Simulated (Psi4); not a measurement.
Relaxed torsion scan: SMILES Cl[Si](Cl)(Cl)[SiH2]CC, singlet. Scanned: dihedral C1–C2–Si3–Si4; all other coordinates were relaxed at GFN2-xTB. Points at φ and −φ are mirror images.

Geometry of the scan point at 40° (Å):
```
14

C     -1.6813     0.3726    -0.8041
C     -1.3380    -0.6318     0.2938
Si     0.2251    -0.1788     1.2886
Si     0.3184     2.1133     1.7042
Cl     0.8313     3.2082     0.0672
Cl    -1.4409     2.8933     2.3744
Cl     1.7056     2.5495     3.1293
H     -1.9062     1.3482    -0.3796
H     -0.8529     0.4870    -1.4994
H     -2.5518     0.0408    -1.3669
H     -2.1916    -0.7140     0.9697
H     -1.2072    -1.6189    -0.1517
H      1.4179    -0.5671     0.5217
H      0.2334    -0.9371     2.5459
```

Method: PBE-D3(BJ)/def2-SVP // GFN2-xTB (Psi4).

Scanned values (°): -160, -140, -120, -100, -80, -60, -40, -20, 0, 20, 40, 60, 80, 100, 120, 140, 160, 180.

Question: Locate the minima and the barriers on this grid.

Answer: Lower than their neighbours: -60° (0.0 kcal/mol), 60° (0.0 kcal/mol), 180° (0.6 kcal/mol). Higher than their neighbours: -120° (2.3 kcal/mol), 0° (1.2 kcal/mol), 120° (2.3 kcal/mol). The whole profile spans 2.3 kcal/mol.
